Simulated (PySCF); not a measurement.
## Spinor energies of Ni⁺ (nickel, charge +1)

Start: [Ar] 3d8 4s1; 3d3/2 filled at m_j = -1/2, +1/2, +3/2; 3d5/2 filled at m_j = -3/2, -1/2, +1/2, +3/2, +5/2; 4s1/2 filled at m_j = +1/2. Calculated with PySCF 2.14 in x2c-TZVPall-2c with one added diffuse shell each of s, p, d type (7s8p5d1f, 63 functions): generalised Hartree-Fock with the X2C-1e Hamiltonian and a Gaussian nucleus; one run each with spin-orbit coupling (SO) switched off, then screened by Boettger's factors. This is a chosen level, not necessarily the ground level.

```
spinor shell  electrons  ε, spin-free (eV)  ε, screened SO (eV)  weight of nominal j (screened SO)  rms radius, screened SO (bohr)
       1s1/2          2            -8411.6              -8411.4                              1.000                          0.0624
       2s1/2          2            -1059.8              -1059.8                              1.000                           0.265
       2p1/2          2            -909.02              -921.42                              0.999                           0.236
       2p3/2          4            -909.02              -902.92                              0.999                           0.239
       3s1/2          2            -144.95              -144.93                              1.000                           0.795
       3p1/2          2            -98.733              -102.61                              0.802                           0.843
       3d5/2          5            -27.694              -28.065                              0.621                            1.10
       3d3/2          3            -27.694              -27.084                              0.641                            1.10
       4s1/2          1            -16.222              -16.222                              1.000                            2.83
```

(1) Where does 3p3/2 lie, and what is the 3p spin-orbit splitting (screened SO)?

```csv
quantity,spin-free,screened SO
E (hartree),-1518.80320,-1518.84040
M_J,9/2,9/2
⟨J²⟩,24.755,24.755
⟨L²⟩,12.004,12.011
⟨S²⟩,3.751,3.750
```

Each row is a mean over spinors that exchange with the open shell spreads, by up to 10.861 eV (3p3/2).

Rows whose weight is well below 1 are mixtures of j = l ± 1/2: exchange outweighs spin-orbit coupling there, and the label is only the starting occupation.

Without spin-orbit coupling the j labels of p, d and f shells carry no meaning; the spin-free column gives the mean over the occupied spinors of each nl shell.

Results:

(1) At -96.795 eV, 5.819 eV above 3p1/2.
